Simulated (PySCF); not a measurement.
# Computed properties of C3H7BFN, SMILES FB1CCCN1

C3H7BFN, SMILES FB1CCCN1. Geometry optimised at PBE0-D3(BJ)/def2-SVP. The structure was generated by enumeration, and PubChem lists no compound with its InChIKey, so it may never have been made. The values are those of a single conformer. All values are computed for the isolated molecule unless a solvent is named; none is compared with measurement here.

**Structure.** All 33 harmonic modes at PBE0-D3(BJ)/def2-SVP (PySCF) are real, so it is a minimum. With heavy atoms numbered as in [F:1][B:2]1[CH2:3][CH2:4][CH2:5][NH:6]1, the shortest bond between them is F1–B2 at 1.337 Å and the longest B2–C3 at 1.580 Å.

**Vibrations.** The strongest infrared lines (harmonic, unscaled, degenerate partners summed) lie at 1561 cm⁻¹ (305 km/mol, B 44 %, N 26 %, H 24 %), 1383 cm⁻¹ (139 km/mol, H 38 %, B 34 %, C 18 %), 612 cm⁻¹ (107 km/mol, H 65 %, B 16 %, N 11 %). The softest mode is at 165 cm⁻¹ and the zero-point energy is 68.3 kcal/mol.

**Electronic structure.** PBE0/def2-TZVP (PySCF) places the frontier levels at -7.40 and 0.92 eV, a gap of 8.32 eV, and gives a dipole moment of 2.08 D and a mean polarisability of 53.6 bohr³. PBE/def2-TZVP (PySCF) at the same geometry gives -6.06 and 0.14 eV, so its gap is 2.12 eV narrower. An orbital gap is neither the optical nor the fundamental gap.

**Excitations.** TDA-B3LYP/def2-SVPD (PySCF) has S1 at 6.47 eV (192 nm, f = 0.002, dark); the most intense of the 10 singlets computed lies at 7.91 eV (f = 0.09). T1 (TDA) is at 6.26 eV, 0.21 eV under S1. TDA-PBE/def2-SVPD (PySCF) puts S1 at 6.00 eV. No vertical singlet excitation falls in the visible range (under 3.1 eV).

**NMR.** GIAO shifts at B3LYP/pcSseg-1 (PySCF) (non-relativistic, atoms alike by connectivity averaged): ¹³C from 13.8 to 49.7 ppm against TMS; ¹H from 1.0 to 3.4 ppm against TMS; ¹⁹F at -134.5 ppm against CFCl3; ¹¹B at 25.3 ppm against BF3.
